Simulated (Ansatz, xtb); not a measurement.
**CH4BF2N: which of two isomers lies lower**

Structure X: `NCB(F)F`, a singlet. Structure Y: `CNB(F)F`, a singlet. Both are isolated molecules in the gas phase, relaxed with B3LYP-D3(BJ)/def2-SVP; the shapes shown needn't be the lowest conformers.

X (Å):

```tsv
atom	x (Å)	y (Å)	z (Å)
C	-1.0070	-1.3972	0.4305
B	-1.9148	-0.1216	0.3020
F	-2.4063	0.5008	1.3641
F	-2.2308	0.3910	-0.8787
N	-0.7043	-1.8992	1.7751
H	-0.2506	-1.1693	2.3253
H	-1.5708	-2.1088	2.2718
H	-0.0603	-1.1987	-0.1088
H	-1.4685	-2.2066	-0.1683
```

Y (Å):

```xyz
9

C     2.0228   -0.3540    0.9828
B     0.6282   -1.7743   -0.5896
F     0.0067   -1.8941   -1.7644
F     0.5703   -2.8114    0.2485
N     1.3121   -0.6041   -0.2553
H     3.0964   -0.1611    0.8115
H     1.9395   -1.2355    1.6327
H     1.6072    0.5098    1.5305
H     1.3229    0.1513   -0.9318
```

Q: Which of the two would you expect CCSD(T)/def2-SVP + ΔMP2/def2-TZVPP electronic energies to favour?

A: Structure Y; the calculation gives E(Y) − E(X) = −28.7 kcal/mol.

The same difference at several levels:

```
                             level               geometry  E(Y) − E(X) (kcal/mol)  departure from the last row (kcal/mol)  job, with rough time for the two
                          GFN2-xTB               GFN2-xTB                     −35.3                                    −6.6              optimisation, 0.19 s
                         HF/STO-3G               GFN2-xTB                     −33.2                                    −4.5              single point, 0.39 s
                r2SCAN-D4/def2-SVP               GFN2-xTB                     −30.8                                    −2.1               single point, 5.6 s
             B3LYP-D3(BJ)/def2-SVP  B3LYP-D3(BJ)/def2-SVP                     −30.8                                    −2.1                optimisation, 45 s
                       HF/def2-SVP  B3LYP-D3(BJ)/def2-SVP                     −32.5                                    −3.8           part of the CCSD(T) run
                      MP2/def2-SVP  B3LYP-D3(BJ)/def2-SVP                     −31.7                                    −3.0           part of the CCSD(T) run
                  CCSD(T)/def2-SVP  B3LYP-D3(BJ)/def2-SVP                     −31.1                                    −2.4                      single point
CCSD(T)/def2-SVP + ΔMP2/def2-TZVPP  B3LYP-D3(BJ)/def2-SVP                     −28.7                                                        single point, 40 s
```

As drawn, Y has 1 B–N, 1 C–H in place of 1 C–B, 1 N–H.

None of the levels shown reverses the order. The largest departure from CCSD(T)/def2-SVP + ΔMP2/def2-TZVPP is that of GFN2-xTB, 6.6 kcal/mol. The last row adds to CCSD(T) the change of the MP2 difference between the two basis sets, here +2.4 kcal/mol.

With harmonic frequencies from B3LYP-D3(BJ)/def2-SVP (ideal gas, rigid rotor, one conformer each, 298.15 K, 1 atm): the zero-point term adds +0.7 kcal/mol; ΔH is −28.2 and ΔG −27.6 kcal/mol.

The correlated steps freeze 5 core orbitals. Programs: Ansatz 0.2.0, xtb 6.7.1; the last row on 1 thread of Arm Neoverse V1 on a shared host.
